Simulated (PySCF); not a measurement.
BClH₈Si₃.
Bonds: Si1–Si2, Si2–Si3, Si3–B4, B4–Cl5. Hydrogens: H6, H7, H8 on Si1; H9, H10 on Si2; H11, H12 on Si3; H13 on B4.

Method: PBE0-D3(BJ)/def2-SVP geometry optimisation, gas phase (PySCF); density fitting, grid level 1; the optimiser is geomeTRIC in internal coordinates, started from a GFN2-xTB structure with every atom displaced at random (about 0.01 Å).

The end geometry, which sets the zero of energy:
```
atom  x, y, z in Å
Si1    -2.0984    0.7064    0.0430
Si2    -0.6142   -1.0571    0.5297
Si3     1.3197   -0.7562   -0.7848
B4      2.2896    0.7089    0.1896
Cl5     1.6617    2.3407    0.1234
H6     -3.2833    0.1736   -0.6978
H7     -2.5723    1.3659    1.2983
H8     -1.4226    1.7278   -0.8124
H9     -1.2619   -2.3776    0.2514
H10    -0.2325   -1.0224    1.9777
H11     2.1083   -2.0229   -0.8868
H12     0.8718   -0.3308   -2.1490
H13     3.2411    0.5338    0.9123
```

Question: These geometries come from the run, each turned onto the end geometry. Order them by energy, lowest first.
A.
```
atom  x, y, z in Å
Si1    -2.2161    0.6284    0.0554
Si2    -0.6374   -0.9683    0.4732
Si3     1.3470   -0.6869   -0.7182
B4      2.4848    0.6767    0.1805
Cl5     1.9905    2.3064    0.0568
H6     -3.4131    0.1349   -0.6562
H7     -2.7343    1.2873    1.2707
H8     -1.6779    1.7351   -0.7888
H9     -1.1697   -2.3071    0.2599
H10    -0.3284   -0.9875    1.9284
H11     2.0433   -1.9783   -0.8773
H12     0.9839   -0.3116   -2.0743
H13     3.3342    0.4610    0.8845
```
B.
```
atom  x, y, z in Å
Si1    -2.1365    0.6998    0.0442
Si2    -0.6158   -1.0343    0.5167
Si3     1.3284   -0.7392   -0.7794
B4      2.3319    0.6990    0.1957
Cl5     1.7360    2.3403    0.0654
H6     -3.3212    0.1533   -0.6859
H7     -2.5971    1.3416    1.3133
H8     -1.4805    1.7368   -0.8091
H9     -1.2187   -2.3786    0.2479
H10    -0.2541   -0.9979    1.9707
H11     2.0682   -2.0354   -0.8893
H12     0.9100   -0.3041   -2.1504
H13     3.2564    0.5089    0.9546
```
C.
```
atom  x, y, z in Å
Si1    -2.1607    0.6932    0.0415
Si2    -0.6199   -1.0206    0.5148
Si3     1.3282   -0.7257   -0.7786
B4      2.3462    0.7013    0.1850
Cl5     1.8204    2.3739    0.0745
H6     -3.3365    0.1237   -0.6810
H7     -2.6190    1.3255    1.3150
H8     -1.5208    1.7356   -0.8145
H9     -1.2048   -2.3776    0.2580
H10    -0.2734   -0.9845    1.9718
H11     2.0466   -2.0349   -0.8869
H12     0.9314   -0.2964   -2.1620
H13     3.2692    0.4766    0.9570
```

Answer: B (0.005 eV), C (0.016 eV), A (0.297 eV).

In the order of the answer:

```
step  E above end (eV)  largest force (eV/Å)  rms force component (eV/Å)  rms distance from end (Å)  rms bond change (Å)  bond most changed (Å)
   2             0.005                  0.12                       0.035                      0.048                0.002          B4–H13 +0.003
   1             0.016                  0.49                       0.119                      0.078                0.006          B4–H13 +0.016
   0             0.297                  2.41                       0.631                      0.171                0.041          B4–H13 -0.083
```

What follows is the cost of the whole optimisation. Hardware: Arm Neoverse V1, one thread, shared host with 32 logical CPUs at a one-minute load of 30. Cost: 49 s wall, 0.53 GiB resident at most.
